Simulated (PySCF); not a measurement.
# Dipole response of Tc (technetium, neutral)

[Kr] 4d5 5s1 5p1, high-spin 8P determinant (an excited configuration). Computed with PySCF 2.14 in aug-cc-pVTZ-PP with ECP28MDF, with a scalar-relativistic core potential. Coupled (time-dependent) response in atomic units; α is the mean over directions.

| method | mean α (bohr³) | α xx, yy, zz | C₆ (like pair) | S(−4) |
| --- | --- | --- | --- | --- |
| UHF | 102.5 | 92.09, 123.4, 92.09 | 1242 | 5652 |
| PBE | 118.6 | 92.28, 171.1, 92.28 | 1412 | 10440 |
| PBE0 | 110.2 | 89.47, 151.5, 89.47 | 1312 | 8018 |

S(−4) is the Cauchy moment in α(ω) = α(0) + S(−4) ω² + …

Spin-orbit coupling is absent.

α(iu) at UHF:

| u (hartree) | α(iu) (bohr³) |
| --- | --- |
| 0 | 102.5 |
| 0.0500 | 90.51 |
| 0.100 | 68.86 |
| 0.200 | 38.78 |
| 0.300 | 24.64 |
| 0.500 | 13.27 |
| 0.750 | 8.095 |
| 1.00 | 5.677 |
| 1.50 | 3.360 |
| 2.00 | 2.244 |
| 3.00 | 1.198 |
| 5.00 | 0.4955 |

A single London oscillator, α(iu) = α/(1 + u²/ω²), gives C₆ = (3/4) ω α². Matching the computed C₆ needs ω = 4 × 1242 / (3 × 102.5²) = 0.158 hartree.

The components differ because the open shell of this determinant is not spherical; for a pure term their mean is the scalar polarisability.

Energies and moments cover only the electrons outside the core potential.
